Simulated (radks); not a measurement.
Spherical quantum dot in the effective-mass picture: electrons in a hard-walled sphere of radius 10.4, with a point charge +1 (a donor) at the centre, all in effective atomic units (hartree* = m*/eps^2 hartree, bohr* = eps/m* bohr), one dielectric constant everywhere. Calculated with a radial shooting solver with Libxc functionals: non-relativistic Kohn-Sham, PBE, spin-polarised, spherical densities. Levels are named by radial order and angular momentum (1s, 1p, 1d, 2s, ...), and open shells are averaged over m.

N = 2, configuration 1s2. This is the lowest configuration that the search found (a dilute case). Occupied levels:

level  occupation  eigenvalue (hartree*)  <r> (bohr*)
1s              2               0.073414        2.491

Energy (hartree*): total -0.523176, kinetic 0.51467, external -1.3963, Hartree 0.79340, exchange-correlation -0.43495.
